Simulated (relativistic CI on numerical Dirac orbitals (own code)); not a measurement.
**Ni2+ in a cubic cluster: 3p photoemission with charge transfer**

Computed with a charge-transfer multiplet model of a cubic metal-ligand cluster with up to 2 ligand holes, Slater and spin-orbit integrals from Dirac-Coulomb-Breit ions, Slater integrals scaled by 0.8. The ground state mixes d8 with configurations of k ligand holes L, whose averages lie at kΔ + k(k − 1)U_dd/2; a core hole lowers each added d electron by U_cd. 300 K, Lorentzian 0.9 eV and Gaussian 0.8 eV FWHM.

Atomic integrals in eV (Slater integrals scaled, ζ unscaled), ground: F2dd 9.736, F4dd 6.042, zeta_d 0.080; with the core hole: F2dd 10.622, F4dd 6.633, zeta_d 0.088, zeta_core 1.457, F2cd 11.426, G1cd 14.114, G3cd 8.599.

Cluster parameters (eV): Δ = 3.5, U_dd = 7.4, U_cd = 8.2, 10Dq(ligand) = 0.3, V(eg) = 2.45, V(t2g) = -1.24, final-state hopping factor = 1.

| Case | n_d | d8 | d9L | d10L2 | S |
| --- | --- | --- | --- | --- | --- |
| 10Dq = 0.25 eV | 8.27 | 0.74 | 0.25 | 0.01 | 1.00 |
| 10Dq = 0.55 eV | 8.26 | 0.75 | 0.24 | 0.01 | 1.00 |
| 10Dq = 0.85 eV | 8.25 | 0.76 | 0.23 | 0.01 | 1.00 |
| 10Dq = 1.15 eV | 8.24 | 0.77 | 0.22 | 0.01 | 1.00 |
| 10Dq = 1.75 eV | 8.22 | 0.79 | 0.21 | 0.01 | 1.00 |

Weights, n_d and S are thermal averages at 300 K. Binding energies count from the first peak over 30 % of the highest in each spectrum, which can be another peak from case to case. The parameters are a model scan and need not match a compound or its usual spin state. Peaks in eV (height, largest 100):
- 10Dq = 0.25 eV: 0.0 (100), 6.1 (51), 9.9 (28), 12.8 (16), 14.9 (32), 20.6 (8), 22.6 (16)
- 10Dq = 0.55 eV: 0.0 (100), 6.1 (51), 9.9 (26), 14.9 (30), 20.6 (8), 22.6 (15)
- 10Dq = 0.85 eV: 0.0 (100), 6.2 (50), 10.0 (25), 14.9 (27), 20.7 (8), 22.6 (13)
- 10Dq = 1.15 eV: 0.0 (100), 6.3 (50), 10.2 (23), 15.1 (25), 20.9 (8), 22.7 (12)
- 10Dq = 1.75 eV: 0.0 (100), 6.5 (48), 10.4 (20), 13.7 (16), 15.3 (20), 18.6 (6), 21.2 (8), 22.9 (9)

Curve for 10Dq = 1.15 eV (points under 2 left out, the grid thinned):

| E (eV) | Intensity |
| --- | --- |
| -3.4 | 3.5 |
| -2.8 | 5.0 |
| -2.1 | 8.6 |
| -1.5 | 16.9 |
| -0.8 | 51.0 |
| -0.2 | 95.5 |
| 0.4 | 90.9 |
| 1.1 | 61.5 |
| 1.7 | 46.4 |
| 2.3 | 38.7 |
| 3.0 | 29.8 |
| 3.6 | 22.3 |
| 4.3 | 17.9 |
| 4.9 | 19.6 |
| 5.5 | 31.0 |
| 6.2 | 49.1 |
| 6.8 | 43.4 |
| 7.5 | 29.8 |
| 8.1 | 21.2 |
| 8.7 | 17.0 |
| 9.4 | 19.5 |
| 10.0 | 22.9 |
| 10.6 | 21.8 |
| 11.3 | 18.6 |
| 11.9 | 16.0 |
| 12.6 | 13.9 |
| 13.2 | 15.6 |
| 13.8 | 16.3 |
| 14.5 | 20.4 |
| 15.1 | 25.1 |
| 15.8 | 16.2 |
| 16.4 | 8.0 |
| 17.0 | 4.7 |
| 17.7 | 4.4 |
| 18.3 | 4.9 |
| 19.0 | 4.2 |
| 19.6 | 3.7 |
| 20.2 | 5.4 |
| 20.9 | 8.4 |
| 21.5 | 6.7 |
| 22.1 | 8.0 |
| 22.8 | 11.7 |
| 23.4 | 7.6 |
| 24.1 | 4.1 |
| 24.7 | 2.1 |

For the case 10Dq = 0.85 eV, Δ = 3.5 eV is smaller than U_dd = 7.4 eV, the charge-transfer side of the Zaanen-Sawatzky-Allen scheme. With the core hole the average of the configuration with one ligand hole lies at Δ − U_cd = -4.7 eV before mixing: it lies below the unscreened one, so the lowest final states are mostly screened and the unscreened weight appears at higher binding energy as a satellite.
